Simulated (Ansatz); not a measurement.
C$_{2}$H$_{10}$BNSi (`CB(C)N[SiH3]`) at its PBE0-D4/def2-TZVP geometry, where that method's forces vanish. The species carries charge 0 and has multiplicity 1.

```xyz
15

C    -1.0681    1.8009    0.4200
B    -0.3865    0.4322    0.0382
C    -1.1456   -0.5974   -0.8851
N     0.9096    0.1295    0.5177
Si    1.8365   -1.3138    0.2304
H    -1.4557    2.3115   -0.4676
H    -0.4142    2.4973    0.9520
H    -1.9409    1.6158    1.0570
H    -2.1882   -0.7133   -0.5741
H    -0.7021   -1.5958   -0.9397
H    -1.1819   -0.2058   -1.9088
H     1.3563    0.8337    1.0875
H     3.1365   -1.1448    0.9308
H     1.1542   -2.5232    0.7602
H     2.0901   -1.5267   -1.2184
```

Question: What forces (eV/Å) does ωB97M-V/def2-TZVPP give on these atoms in Ansatz? (Best estimate.)

Answer: Computed: 
```
C1  -0.076  0.113  0.026
B2  -0.043  0.024 -0.005
C3  -0.064 -0.082 -0.081
N4   0.094  0.030  0.059
Si5  0.129 -0.195 -0.035
H6   0.028 -0.037  0.057
H7  -0.039 -0.050 -0.036
H8   0.061  0.007 -0.043
H9   0.070  0.010 -0.017
H10 -0.030  0.062  0.003
H11  0.005 -0.022  0.068
H12 -0.025 -0.016 -0.020
H13 -0.151 -0.015 -0.079
H14  0.076  0.143 -0.062
H15 -0.036  0.027  0.166
```
